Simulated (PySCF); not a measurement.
**Steps of a relaxation of [YbH2]+**

[YbH2]+ (singlet in the valence; each metal's 4f electrons, 13 of them, lie in its core potential, out of spins and levels). PySCF 2.14.0, RKS PBE0, Yb lcecp-1-SVP with ECP59, H def2-SVP; non-relativistic Hamiltonian with scalar-relativistic core potentials where named; density fitting; no spin-orbit coupling. Origin of the start: template. Columns: position (Å) and force (eV/Å). Energies are counted from the last step; some of the 6 steps are shown. Forces carry noise of the integration grid, about 0.01 to 0.03 eV/Å.

Run from Python with OMP_NUM_THREADS=2. Where DIIS fails, smearing, a level shift and second-order steps follow.
It took 3.8 s on 2 threads of Arm Neoverse V1 (shared host), from the converged density of the start.

```xyz
3
step 0  E = 0.719 eV
Yb    0.0000    0.0000   -0.0100     0.00    0.00    0.79
H     1.9510    0.0000    0.8631    -1.71    0.00   -0.39
H    -1.9510    0.0000    0.8631     1.71    0.00   -0.39
```

```xyz
3
step 2  E = 0.051 eV
Yb    0.0000    0.0000   -0.0807     0.00    0.00   -0.52
H     1.5968    0.0000    0.8984    -0.07    0.00    0.26
H    -1.5968    0.0000    0.8984     0.07    0.00    0.26
```

```xyz
3
step 3  E = 0.004 eV
Yb    0.0000    0.0000   -0.1669     0.00    0.00   -0.02
H     1.5182    0.0000    0.9415    -0.09    0.00    0.01
H    -1.5182    0.0000    0.9415     0.09    0.00    0.01
```

Task: Where does the relaxation end?

Result: It converges at step 5 in C2v:
```xyz
3
step 5  E = 0
Yb    0.0000    0.0000   -0.1913
H     1.4807    0.0000    0.9538
H    -1.4807    0.0000    0.9538
```

Task: How did the contacts change?

Result: 
```tsv
contact	start (Å)	end (Å)
Yb1–H2 (H)	2.137	1.872
Yb1–H3 (H)	2.137	1.872
```


An lcecp potential fixes the number of 4f electrons, so in runs with it no electron can move into or out of that shell.
